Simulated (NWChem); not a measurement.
Species: CH$_{5}$FGe; SMILES [CH3][GeH2][F]

```xyz
8

Ge     0.3602     0.0525     0.0000
C     -0.7416    -1.5592     0.0000
F     -0.7398     1.4354     0.0000
H      1.2210     0.1898     1.2852
H      1.2212     0.1900    -1.2851
H     -1.3809    -1.5840    -0.9033
H     -0.0943    -2.4588     0.0047
H     -1.3872    -1.5792     0.8989
```
Atoms are numbered in this order, from 1.

Coordinates come from a PBE-D3(BJ)/def2-SVP optimisation.

Question: List the 4 lowest vertical singlet excitations and the 4 lowest triplet ones from PBE0/6-31G* (spherical d), TDA (NWChem).

Answer: 
```csv
state,energy (eV),oscillator strength,leading excitation (squared amplitude)
S1,7.75,0.002,HOMO → LUMO (0.98)
S2,7.94,0.001,HOMO−1 → LUMO (0.98)
S3,9.29,0.008,HOMO−1 → LUMO+1 (0.91)
S4,9.32,0.192,HOMO → LUMO+1 (0.86)
T1,7.36,spin-forbidden,HOMO → LUMO (0.97)
T2,7.47,spin-forbidden,HOMO−1 → LUMO (0.96)
T3,8.22,spin-forbidden,HOMO → LUMO+1 (0.84)
T4,8.52,spin-forbidden,HOMO−1 → LUMO+2 (0.63)
```
